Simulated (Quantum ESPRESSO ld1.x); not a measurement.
All-electron atom: Yb+ in [Xe] 4f13 6s2 (not the ground configuration). All-electron calculation, scalar-relativistic Kohn-Sham, LDA (Slater exchange, Perdew-Zunger correlation), spin-polarised, spherical densities, point nucleus; open shells are filled with parallel spins first. Program: ld1.x of Quantum ESPRESSO 7.5. Some entries of the table are withheld. Estimate them.

orbital  occ.  eigenvalue (Ry)  <1/r> (bohr^-1)
1s up       1       -4498.6817            80.60
1s down     1       -4498.6817            80.60
2s up       1        -763.2709            18.79
2s down     1        -763.2692            18.79
2p up       3        -673.0828            17.25
2p down     3        -673.0815            17.25
3s up       1        -172.9894            6.938
3s down     1        -172.9542            6.939
3p up       3        -145.8078            6.461
3p down     3        -145.7727            6.461
3d up       5        -112.6522            6.121
3d down     5        -112.6249            6.122
4s up       1         -34.9983            2.939
4s down     1         -34.9309            2.939
4p up       3         -26.0628            2.682
4p down     3         -25.9969            2.682
4d up       5         -14.3014            2.373
4d down     5         -14.2374            2.372
5s up       1          -5.0462            1.119
5s down     1          -5.0175            1.117
5p up       3          -2.9484           0.9311
5p down     3          -2.9278           0.9283
4f up       7          -1.4051            1.792
4f down     6          -1.3485            1.785
6s up       1              (1)           0.3855
6s down     1              (2)           0.3847

Answer. 
(1) 6s up eigenvalue (Ry): -0.8222
(2) 6s down eigenvalue (Ry): -0.8196
